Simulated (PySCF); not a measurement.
Compound: C4H2N2S.
Numbering: `[CH:1]#[C:2][c:3]1[n:4][n:5][cH:6][s:7]1`

Structure used (GFN2-xTB), in Å, numbered top down from 1:
```xyz
9
C4H2N2S angstrom
C      2.7628    0.0575    0.3795
C      1.5862    0.0040    0.1417
C      0.2081   -0.0385   -0.0864
N     -0.3646   -0.4468   -1.1686
N     -1.6791   -0.3887   -1.1351
C     -2.1510    0.0628   -0.0309
S     -0.9468    0.4862    1.1460
H      3.7955    0.0939    0.5617
H     -3.1976    0.1757    0.1670
```

Probes without a nucleus sit at each ring's centroid and 1 Å off its mean plane on both sides; NICS is minus the shielding there, NICSzz its component along the normal. Level: GIAO PBE0/pcSseg-1 (PySCF, non-relativistic, gas phase) on the GFN2-xTB geometry, one conformer.

Ring bond lengths (Å), with Mayer bond orders in brackets: C3–N4 1.291 (1.64), N4–N5 1.316 (1.22), N5–C6 1.283 (1.66), C6–S7 1.736 (1.15), S7–C3 1.769 (1.08).

Task: Give the NICS values of each ring in ppm.

Result: 
```tsv
ring	type	NICS(0)	NICS(1), two faces	NICS(1)zz, two faces	rms pucker (Å)	centre to ring atoms, mean (Å)
C3–N4–N5–C6–S7	5-membered ring with 2 N and S; formal bonds all aromatic	-13.6	-12.9 / -12.9	-29.4 / -29.4	0.00	1.25
```

Task: What do they say, and how far can they be read as aromaticity?

Result: 
- C3–N4–N5–C6–S7: mean NICS(1)zz -29.4 ppm, shielded. The ring is flat and has no four-coordinate atom; by the NICS criterion it is aromatic.

Task: And the bond-length index? HOMA = 1 − mean of α(R − Ropt)² over the ring bonds, with Krygowski's 1993 parameters (CN: Ropt 1.334 Å, α 93.52 Å⁻²; CS: Ropt 1.677 Å, α 94.09 Å⁻²; NN: Ropt 1.309 Å, α 130.33 Å⁻²).

Result: 
- C3–N4–N5–C6–S7: HOMA 0.69; the largest term is that of S7–C3, α(R − Ropt)² = 0.79.

Task: What are the shieldings of the ring atoms and their hydrogens in the same run (means over atoms taken as equivalent)?

Result: 
```
atoms                          environment  σ isotropic (ppm)  principal values of the symmetric part, first atom (ppm)
   C3          substituted aromatic carbon               34.9                                         -38.0, 53.0, 89.5
   N4               pyridine-type nitrogen             -152.0                                     -496.1, -112.6, 152.9
   N5               pyridine-type nitrogen             -140.3                                     -460.2, -106.7, 146.1
   C6  aromatic CH next to a ring nitrogen               32.6                                         -44.7, 44.1, 98.5
   S7                thiophene-type sulfur              165.4                                      -117.6, 211.7, 402.0
   H9                    aromatic hydrogen              23.10                                          20.2, 21.6, 27.5
```

The run took 12 s wall on one thread of an Arm Neoverse V1, no GPU, shared host with 64 logical CPUs at a one-minute load of 40, and the process peaked at 0.64 GiB of memory. This is the whole shielding run at PBE0/pcSseg-1, SCF included.
